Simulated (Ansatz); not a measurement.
Consider the ligand exchange at the Sn–O bond: `[NH2][SnH2][OH]` + HBr → `[NH2][SnH2][Br]` + H₂O.

Isolated molecules relaxed with PBE0-D4/def2-TZVP in Ansatz; ΔE leaves out vibrations. CCSD(T)/CBS is the MP2 limit (def2-TZVPP, def2-QZVPP) plus CCSD(T) − MP2 in def2-TZVPP, frozen cores. This one scheme is used for every species. DFT in def2-TZVPP. Elements past krypton have def2 core potentials. For Br, Sn outer-core shells are correlated without core-valence functions, which leaves a few kJ/mol of doubt a bond. Scalar relativity is left out up to krypton. Each species was taken in one conformer, which may not be the lowest.

**Question.** Is it downhill or uphill in electronic energy at CCSD(T)/CBS, and by how much? (An estimate is asked.)

**Answer.** Ansatz gave: Downhill: ΔE = -21.9 kcal/mol.

**Question.** What do these levels give: r2SCAN0-D4, PBE-QIDH, revPBE, r2SCANh, MP2/def2-SVP, MP2/def2-QZVPP? (An estimate is asked.)

**Answer.** Computed: r2SCAN0-D4 -22.8, PBE-QIDH -22.6, revPBE -20.5, r2SCANh -21.7, MP2/def2-SVP -21.0, MP2/def2-QZVPP -22.1 kcal/mol.

Largest T1 diagnostic among the species: 0.013.

From PBE to PBE0 (25 % exact exchange), in def2-TZVPP and without D4, ΔE moves by −1.9 kcal/mol. In def2-TZVPP, CCSD(T) changes the Hartree–Fock value by +3.6 kcal/mol (the triples alone add +0.4 kcal/mol) and MP2 by +2.5 kcal/mol. Leaving LDA and LC-ωPBE aside and taking each functional with its dispersion term where it has one, the values, not all of them listed here, spread over 3.6 kcal/mol, from BHLYP-D4 to BLYP-D4.
